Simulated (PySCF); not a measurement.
## TlB⁻: from constants to spectrum

MN15 constants of TlB⁻, ⁴Σ⁻ (quartet), unpaired electrons σ ↑, π ↑↑ (Tl def2-SVPD with ECP60, B def2-SVPD; scalar-relativistic core potentials (PySCF 2.14); masses 204.9744 and 11.0093 u):

- ωe: 449.1 cm⁻¹
- ωexe: 2.74 cm⁻¹
- Be: 0.3158 cm⁻¹
- αe: 0.00282 cm⁻¹
- D (centrifugal): 6.24e-07 cm⁻¹

Give the vibrational terms G(v) and spacings up to v = 6.

G(v) = ωe(v+½) − ωexe(v+½)².

```json
{"v": "0", "G(v) (cm⁻¹)": "224", "G(v) − G(v−1)": "", "Bv (cm⁻¹)": "0.3144"}
{"v": "1", "G(v) (cm⁻¹)": "667", "G(v) − G(v−1)": "444", "Bv (cm⁻¹)": "0.3116"}
{"v": "2", "G(v) (cm⁻¹)": "1106", "G(v) − G(v−1)": "438", "Bv (cm⁻¹)": "0.3088"}
{"v": "3", "G(v) (cm⁻¹)": "1538", "G(v) − G(v−1)": "433", "Bv (cm⁻¹)": "0.3059"}
{"v": "4", "G(v) (cm⁻¹)": "1965", "G(v) − G(v−1)": "427", "Bv (cm⁻¹)": "0.3031"}
{"v": "5", "G(v) (cm⁻¹)": "2387", "G(v) − G(v−1)": "422", "Bv (cm⁻¹)": "0.3003"}
{"v": "6", "G(v) (cm⁻¹)": "2803", "G(v) − G(v−1)": "416", "Bv (cm⁻¹)": "0.2975"}
```

These are scalar-relativistic numbers at best; spin–orbit coupling would shift them, the dissociation energy most. The state is the lowest determinant that a PBE0 search found; another state may lie lower at other levels.
